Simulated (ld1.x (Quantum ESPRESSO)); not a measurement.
# Reading a pseudo-wave (copper)

Columns: radius, all-electron u(r) and pseudo u(r) of the 3d shell (level -5.32 eV) of copper in the configuration [Ne] 3s2 3p6 3d10 4s1 4p0; LDA (PZ), scalar-relativistic, ultrasoft scheme, ld1.x (Quantum ESPRESSO) 7.5.

```tsv
r (bohr)	all-electron	pseudo
0.110	0.1269	0.0024
0.220	0.4463	0.0187
0.330	0.7293	0.0589
0.440	0.8979	0.1270
0.550	0.9645	0.2195
0.660	0.9632	0.3263
0.770	0.9240	0.4335
0.880	0.8666	0.5261
0.990	0.8025	0.5924
1.100	0.7380	0.6261
1.210	0.6762	0.6275
1.320	0.6185	0.6030
1.430	0.5655	0.5628
1.540	0.5171	0.5170
1.650	0.4731	0.4731
1.760	0.4332	0.4332
1.870	0.3971	0.3971
1.980	0.3644	0.3644
2.090	0.3347	0.3347
2.200	0.3078	0.3078
2.310	0.2832	0.2832
2.420	0.2609	0.2609
2.530	0.2406	0.2406
2.640	0.2219	0.2219
2.750	0.2049	0.2049
2.860	0.1893	0.1893
```

(1) How many radial nodes do the two functions have?

(2) At about which radius was the pseudo-wave matched?

(3) Where does each function peak?

(4) Is the pseudo-wave norm-conserving?

## Answers

(1) The all-electron 3d function has n − l − 1 = 0; the pseudo-wave has 0.

(2) 1.65 bohr, where the columns begin to agree (steps of 0.11 bohr).

(3) Outermost all-electron maximum near 0.55 bohr, pseudo maximum near 1.21 bohr (to the table’s step).

(4) No, it belongs to an ultrasoft set: the norm inside the radius is not constrained, and the difference is carried by the augmentation charge.
